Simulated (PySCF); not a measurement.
# GeH₄: adding exact exchange

Base calculation in PySCF with density fitting and no spin–orbit coupling, PBE/def2-TZVP (no relativity): singlet, Td, Ge–H 1.544 Å (×4); wavenumbers 787 (×3), 894 (×2), 2097, 2112 (×3) cm⁻¹; gap between the highest occupied and lowest empty levels 8.45 eV, polar-tensor charge of Ge 0.85 e, atomisation energy (no zero-point energy) 1200 kJ/mol.

What changes on going to PBE0/def2-TZVP (no relativity)?

The point group stays the same. Changes: mean bond to Ge -0.010 Å, highest wavenumber +62 cm⁻¹, lowest wavenumber +35 cm⁻¹, gap between the highest occupied and lowest empty levels +2.29 eV, polar-tensor charge of Ge +0.05 e, atomisation energy (no zero-point energy) +5 kJ/mol. The new structure has Ge–H 1.534 Å (×4), with wavenumbers 822 (×3), 924 (×2), 2169, 2174 (×3) cm⁻¹. Exact exchange shortens and stiffens the bonds and opens the gap, the usual pattern.

Each species is the lowest minimum found with this bonding; other isomers or fragments can lie lower.
